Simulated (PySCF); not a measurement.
**From orbital energies to excitation energies**

Compound: SnH3(NHEt), C₂H₉NSn.
SMILES: `[H][Sn]([H])([H])[NH]CC`

Method used: TDDFT wB97X-D/def2-SVPD, vertical, gas phase, core orbitals frozen in the response, def2 core potentials past Kr in PySCF. The structure is a single PBE0-D3(BJ)/def2-SVP conformer in the gas phase; no vibrational or solvent corrections. Spin–orbit coupling is left out.

Orbital energies (eV): HOMO-3 -11.04, HOMO-2 -10.98, HOMO-1 -10.69, HOMO -8.32, LUMO 1.59, LUMO+1 1.68, LUMO+2 2.42.

Q: Among the lowest singlets, which states do these configurations lead, and at what energies: HOMO→LUMO, HOMO-2→LUMO+1, HOMO→LUMO+2, HOMO→LUMO+1?

A: 

```csv
state,leading configuration,weight,Δε (eV),E (eV),E − Δε (eV),f,other configurations
S1,HOMO→LUMO+1,0.74,10.00,5.48,-4.52,0.030,H→L (15%)
S2,HOMO→LUMO,0.80,9.91,6.11,-3.80,0.027,H→L+1 (12%)
S3,HOMO→LUMO+2,0.94,10.74,6.43,-4.30,0.0026,–
S9,HOMO-2→LUMO+1,0.73,12.67,8.03,-4.63,0.0050,–
```

E − Δε runs from -4.63 to -3.80 eV. By orbital difference alone the order would be S2, S1, S3, S9. Δε is the difference of the two orbital energies.

H and L stand for HOMO and LUMO. The other states: S4 7.03 eV, f 0.013, H→L+3 (90%); S5 7.04 eV, f 0.033, H→L+4 (72%), H→L+7 (9%); S6 7.55 eV, f 0.016, H→L+6 (70%), H→L+5 (19%); S7 7.78 eV, f 0.033, H→L+5 (41%), H→L+6 (16%), H→L+4 (12%); S8 8.00 eV, f 0.015, H-3→L+1 (41%), H-1→L+1 (19%), H→L+7 (11%); S10 8.16 eV, f 0.031, H-1→L (28%), H→L+7 (20%), H-1→L+1 (16%).

Q: Pair triplets and singlets of the same leading configuration (75% or more in both) and give the splittings.

A: 

```tsv
configuration	triplet	E(T) (eV)	singlet	E(S) (eV)	E(S) − E(T) (eV)
HOMO→LUMO	T2	5.91	S2	6.11	+0.20
HOMO→LUMO+2	T3	6.37	S3	6.43	+0.06
```

The 4 triplets are Tamm–Dancoff values, the singlets full response.

Summed over the main configurations (up to three a state, each over 8%) of all 10 singlets, the electron leaves HOMO with weight 6.37, HOMO-2 with weight 0.73, HOMO-1 with weight 0.62 and HOMO-3 with weight 0.41.

All these states lie below the vertical ionisation energy of 8.44 eV (ΔSCF).
